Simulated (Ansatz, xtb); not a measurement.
Relative energy of two conformers of BrClH3InOSi

We compare X, `[SiH3][O][In]([Cl])[Br]`, a singlet, with Y, `[SiH3][O][In]([Cl])[Br]`, a singlet. Both are isolated molecules in the gas phase, relaxed with PBE0-D3(BJ)/def2-SVP.

X (Å):

```yaml
atoms:
  - { symbol: Br, position_ang: [-1.6363, 3.2460, -1.3300] }
  - { symbol: Cl, position_ang: [-1.9455, -0.8628, -1.9440] }
  - { symbol: In, position_ang: [-1.0017, 0.9399, -0.8151] }
  - { symbol: O, position_ang: [0.3313, 0.5936, 0.5942] }
  - { symbol: Si, position_ang: [1.0983, -0.7341, 1.2320] }
  - { symbol: H, position_ang: [2.4387, -0.9189, 0.5955] }
  - { symbol: H, position_ang: [1.2805, -0.5270, 2.6990] }
  - { symbol: H, position_ang: [0.2984, -1.9811, 1.0128] }
```

Y (Å):

| atom | x (Å) | y (Å) | z (Å) |
| --- | --- | --- | --- |
| Br | -0.5050 | 2.2285 | -2.5052 |
| Cl | -3.2583 | -0.8988 | -2.3388 |
| In | -1.4079 | 0.1949 | -1.4683 |
| O | -0.5784 | -0.5625 | 0.1522 |
| Si | 0.7405 | -0.2012 | 1.0947 |
| H | 0.8730 | 1.2761 | 1.3015 |
| H | 0.5679 | -0.8640 | 2.4201 |
| H | 2.0022 | -0.6964 | 0.4611 |

Problem. Estimate which is lower in electronic energy at CCSD(T)/def2-SVP + ΔMP2/def2-TZVPP, and by roughly how much.

Solution. Too close to call at this level: CCSD(T)/def2-SVP + ΔMP2/def2-TZVPP gives E(Y) − E(X) = −0.09 kcal/mol.

Level by level:

```csv
level,geometry,E(Y) − E(X) (kcal/mol),departure from the last row (kcal/mol),"job, with rough time for the two"
PBE0-D3(BJ)/def2-SVP,PBE0-D3(BJ)/def2-SVP,−0.08,+0.01,"optimisation, 2.6 min"
HF/def2-SVP,PBE0-D3(BJ)/def2-SVP,+0.06,+0.15,part of the CCSD(T) run
MP2/def2-SVP,PBE0-D3(BJ)/def2-SVP,−0.13,−0.04,part of the CCSD(T) run
CCSD(T)/def2-SVP,PBE0-D3(BJ)/def2-SVP,−0.11,−0.02,single point
CCSD(T)/def2-SVP + ΔMP2/def2-TZVPP,PBE0-D3(BJ)/def2-SVP,−0.09,,"single point, 88 s"
```

The largest departure from CCSD(T)/def2-SVP + ΔMP2/def2-TZVPP is that of HF/def2-SVP, 0.15 kcal/mol. Levels run at GFN2-xTB geometries aren't shown. The last row adds to CCSD(T) the change of the MP2 difference between the two basis sets, here +0.02 kcal/mol.

With thermal terms from frequencies at re-optimised GFN2-xTB minima (ideal gas, soft modes damped towards free rotors, one conformer each, 298.15 K, 1 atm): the zero-point term adds 0.00 kcal/mol; ΔH is −0.11 and ΔG −0.05 kcal/mol.

The correlated steps freeze 24 core orbitals; the filled d shell of Br and In is correlated, in a basis made for valence electrons. Atoms past krypton carry core potentials in the def2 sets and no spin–orbit term is included. Programs: Ansatz 0.2.0, xtb 6.7.1; the last row on 2 threads of Intel(R) Xeon(R) Platinum 8259CL CPU @ 2.50GHz (Skylake/Cascade Lake) on a shared host.
